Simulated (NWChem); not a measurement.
# GeH4O2; SMILES [OH][GeH2][OH]

```xyz
7

Ge     0.0000     0.0000     0.3407
O     -1.4562    -0.0454    -0.6748
O      1.4562     0.0454    -0.6748
H     -0.0898    -1.2948     1.1590
H      0.0898     1.2948     1.1590
H     -1.5590     0.7478    -1.2119
H      1.5590    -0.7478    -1.2119
```
Atoms are numbered in this order, from 1.

Results from NWChem. All runs use the structure optimised with PBE0/def2-SVP. Ions are spin-unrestricted doublets at the neutral geometry; other ion states weren't tried.

For level PBE/def2-SVP:

- vertical ionisation energy, ΔSCF (eV) = 10.37
- −ε(HOMO) (eV) = 6.74

**Question.** What are these values for level B3LYP/def2-SVP?

**Answer.** 
- vertical ionisation energy, ΔSCF (eV): 10.86
- −ε(HOMO) (eV): 8.19
